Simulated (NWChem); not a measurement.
Species: SiHOI, singlet; SMILES O[Si]I

```xyz
4

Si     0.6028     1.5715     0.0000
I      0.0367    -0.8575     0.0000
O     -0.9351     2.2082     0.0000
H     -0.9709     3.1735     0.0000
```
Atoms are numbered in this order, from 1.

Level: PBE0/def2-SVP with def2 effective core potentials on I (NWChem), optimised geometry, unscaled harmonic frequencies. Low-valent species are run as closed-shell singlets; no triplet was tried in these runs. def2 effective core potentials on I; no spin-orbit coupling.

| frequency (cm⁻¹) | IR intensity (km/mol) |
|---|---|
| 198 | 1.3 |
| 357 | 90.2 |
| 470 | 105.2 |
| 768 | 178.3 |
| 876 | 106.3 |
| 3873 | 177.5 |

The zero-point energy is 9.3 kcal/mol. The thermal correction to the enthalpy at 298.15 K (with zero-point energy) is 12.5 kcal/mol. The heat capacity Cv is 11.9 cal/(mol K) and the entropy at 298.15 K and 1 atm (symmetry number 1) is 71.5 cal/(mol K).

Rigid rotor and harmonic oscillator.
